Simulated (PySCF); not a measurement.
C₅H₁₁OSi (doublet state).
Atom-mapped SMILES: `[CH2:1]=[CH:2][O:3][SiH2:4][CH:5][CH2:6][CH3:7]` (hydrogens: H8, H9 on C1; H10 on C2; H11, H12 on Si4; H13 on C5; H14, H15 on C6; H16, H17, H18 on C7)

Cartesian coordinates in Å at the GFN2-xTB level; atoms count from 1:
```xyz
18
C5H11OSi angstrom
C     -3.510   -0.216    0.378
C     -2.570    0.436   -0.283
O     -1.284    0.088   -0.401
Si    -0.437   -1.198    0.159
C      1.263   -0.833   -0.454
C      1.691    0.359   -1.216
C      2.790    1.145   -0.486
H     -3.298   -1.131    0.901
H     -4.517    0.156    0.412
H     -2.785    1.360   -0.812
H     -0.997   -2.441   -0.393
H     -0.521   -1.260    1.627
H      2.053   -1.527   -0.202
H      2.098    0.042   -2.185
H      0.837    1.011   -1.402
H      3.653    0.509   -0.295
H      3.109    1.992   -1.089
H      2.415    1.514    0.465
```

The hyperfine couplings belong to this conformer and change with its torsions.

Method used: PySCF, UKS B3LYP, pcH-1 on C H O Si, non-relativistic, mean-field spin-orbit, GIAO. Geometry: GFN2-xTB, one conformer, isolated molecule. The geometry wasn't refined by DFT: couplings that depend on bond lengths, twists or pyramidal angles can differ widely from those at the functional's own minimum. No stability test was run, so a lower SCF solution isn't excluded.

**Question.** Predict the first-order ENDOR lines of H14/H15, H13, H11/H12 and H16/H17/H18 under fast tumbling at B = 1208.5 mT (Q band).

**Answer.** ν± = |νn ± a/2|, one line for each electron-spin manifold; νn = |g_N| × 7.62259 MHz/T × B.

```tsv
nuclei	isotope	g_N	νn (MHz)	a_iso (MHz)	lower line (MHz)	upper line (MHz)
H14/H15	1H	5.5857	51.45	57.88	22.51	80.40
H13	1H	5.5857	51.45	-55.00	23.96	78.95
H11/H12	1H	5.5857	51.45	54.97	23.97	78.94
H16/H17/H18	1H	5.5857	51.45	1.58	50.66	52.25
```

**Question.** Which pairs are centred on the nuclear Larmor frequency, and which on half the coupling?

**Answer.** Centred on νn, since |a| < 2νn: H14/H15, H13, H11/H12 and H16/H17/H18. No pair has |a| > 2νn.

**Question.** At what field would the lower line of H13 fall to zero frequency?

**Answer.** Where νn = |a|/2, that is B = 27.50 MHz/(5.5857 × 7.62259 MHz/T) = 646 mT, as far as first order holds there.

Nuclei that the bonding pattern makes equivalent are averaged, as if the motion that swaps them (rotation, inversion, ring flip) were fast. The three 1H nuclei of mean +1.6 MHz run from -3.7 to 10.9 MHz in the frozen geometry. The 1H value of +57.9 MHz is a mean of couplings from 2.8 to 113.0 MHz in this one geometry, not an average over conformers.
